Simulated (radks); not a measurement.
Values are calculated unless marked as measured or tabulated.
Task: The caesium anion Cs-, [Xe] 6s2, held by a Watson sphere: a shell of charge +1.39 at radius R that stands for the Madelung well of a crystal (potential energy -1.39/R inside, -1.39/r outside, in hartree with lengths in bohr). Level of theory: scalar-relativistic Kohn-Sham, LDA (Slater exchange, VWN5 correlation), spin-polarised, spherical densities, finite nucleus; Fermi nuclear charge, rms radius of each element as measured or else 0.836 A^(1/3) + 0.57 fm (a radial shooting solver on a logarithmic mesh with Libxc functionals). Response by self-consistent Sternheimer equations with the Hartree and adiabatic LDA kernel, the relativistic mass of each level held fixed and spin-orbit coupling left out. The sphere does not respond.

| R (bohr) | e(5s) (eV) | e(5p) (eV) | e(6s) (eV) | <r> 6s (bohr) | sum of <r^2> (bohr^2) | X-ray form factor at sin(theta)/lambda = 0.3 1/angstrom | alpha (bohr^3) |
|---|---|---|---|---|---|---|---|
| 3.14 | -31.323 | -18.126 | -5.281 | 4.561 | 98.25 | 37.955 | 187.4 |
| 3.34 | -30.863 | -17.678 | -5.243 | 4.602 | 99.30 | 37.956 | 192.8 |
| 3.83 | -29.948 | -16.763 | -5.105 | 4.734 | 102.3 | 37.957 | 212.6 |
| 4.53 | -29.027 | -15.821 | -4.833 | 4.967 | 107.3 | 37.951 | 255.4 |
| 5.5 | -28.213 | -14.980 | -4.404 | 5.313 | 115.1 | 37.942 | 336.2 |
| 5.87 | -27.990 | -14.748 | -4.242 | 5.441 | 118.2 | 37.940 | 372.2 |
| 6.14 | -27.847 | -14.601 | -4.127 | 5.532 | 120.5 | 37.938 | 399.9 |

Estimate the row for R = 6.49 bohr.

Result: e(5s) (eV) -27.682; e(5p) (eV) -14.431; e(6s) (eV) -3.981; <r> 6s (bohr) 5.646; sum of <r^2> (bohr^2) 123.4; X-ray form factor at sin(theta)/lambda = 0.3 1/angstrom 37.937; alpha (bohr^3) 437.6.
